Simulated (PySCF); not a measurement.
Al(Me)2(H) (C2H7Al), SMILES [AlH]([CH3])[CH3].

Coordinates come from a ωB97X-D3(BJ)/def2-SVP optimisation. The isomer is the one that the SMILES or the coordinates give; other isomers of the formula were not compared.

Level of theory: ωB97X-D3(BJ)/def2-SVP (PySCF).

Frequencies are harmonic and unscaled.

```json
[
 {"mode": "1", "ν (cm⁻¹)": "22", "IR (km/mol)": "0.0", "moving atoms (share of kinetic energy)": "H 98 %"},
 {"mode": "2", "ν (cm⁻¹)": "34", "IR (km/mol)": "0.1", "moving atoms (share of kinetic energy)": "H 87 %, Al 8 %"},
 {"mode": "3", "ν (cm⁻¹)": "179", "IR (km/mol)": "3.8", "moving atoms (share of kinetic energy)": "H 37 %, C 36 %, Al 26 %"},
 {"mode": "4", "ν (cm⁻¹)": "389", "IR (km/mol)": "52.0", "moving atoms (share of kinetic energy)": "H 93 %"},
 {"mode": "5", "ν (cm⁻¹)": "513", "IR (km/mol)": "24.9", "moving atoms (share of kinetic energy)": "H 94 %"},
 {"mode": "6", "ν (cm⁻¹)": "535", "IR (km/mol)": "0.0", "moving atoms (share of kinetic energy)": "H 86 %, C 14 %"},
 {"mode": "7", "ν (cm⁻¹)": "573", "IR (km/mol)": "2.0", "moving atoms (share of kinetic energy)": "C 61 %, H 27 %, Al 12 %"},
 {"mode": "8", "ν (cm⁻¹)": "687", "IR (km/mol)": "21.4", "moving atoms (share of kinetic energy)": "C 39 %, Al 34 %, H 27 %"},
 {"mode": "9", "ν (cm⁻¹)": "718", "IR (km/mol)": "174.0", "moving atoms (share of kinetic energy)": "H 69 %, C 19 %, Al 13 %"},
 {"mode": "10", "ν (cm⁻¹)": "747", "IR (km/mol)": "106.8", "moving atoms (share of kinetic energy)": "H 64 %, C 24 %, Al 12 %"},
 {"mode": "11", "ν (cm⁻¹)": "796", "IR (km/mol)": "265.5", "moving atoms (share of kinetic energy)": "H 75 %, Al 14 %, C 10 %"},
 {"mode": "12", "ν (cm⁻¹)": "1231", "IR (km/mol)": "60.4", "moving atoms (share of kinetic energy)": "H 78 %, C 22 %"},
 {"mode": "13", "ν (cm⁻¹)": "1232", "IR (km/mol)": "8.4", "moving atoms (share of kinetic energy)": "H 80 %, C 20 %"},
 {"mode": "14", "ν (cm⁻¹)": "1430", "IR (km/mol)": "0.7", "moving atoms (share of kinetic energy)": "H 95 %"},
 {"mode": "15", "ν (cm⁻¹)": "1435", "IR (km/mol)": "0.0", "moving atoms (share of kinetic energy)": "H 95 %"},
 {"mode": "16", "ν (cm⁻¹)": "1438", "IR (km/mol)": "1.6", "moving atoms (share of kinetic energy)": "H 96 %"},
 {"mode": "17", "ν (cm⁻¹)": "1440", "IR (km/mol)": "3.9", "moving atoms (share of kinetic energy)": "H 95 %"},
 {"mode": "18", "ν (cm⁻¹)": "1924", "IR (km/mol)": "249.6", "moving atoms (share of kinetic energy)": "H 97 %"},
 {"mode": "19", "ν (cm⁻¹)": "3047", "IR (km/mol)": "7.2", "moving atoms (share of kinetic energy)": "H 97 %"},
 {"mode": "20", "ν (cm⁻¹)": "3047", "IR (km/mol)": "0.8", "moving atoms (share of kinetic energy)": "H 97 %"},
 {"mode": "21", "ν (cm⁻¹)": "3131", "IR (km/mol)": "0.0", "moving atoms (share of kinetic energy)": "H 91 %, C 9 %"},
 {"mode": "22", "ν (cm⁻¹)": "3132", "IR (km/mol)": "15.4", "moving atoms (share of kinetic energy)": "H 91 %, C 9 %"},
 {"mode": "23", "ν (cm⁻¹)": "3157", "IR (km/mol)": "1.2", "moving atoms (share of kinetic energy)": "H 91 %, C 9 %"},
 {"mode": "24", "ν (cm⁻¹)": "3158", "IR (km/mol)": "17.1", "moving atoms (share of kinetic energy)": "H 91 %, C 9 %"}
]
```
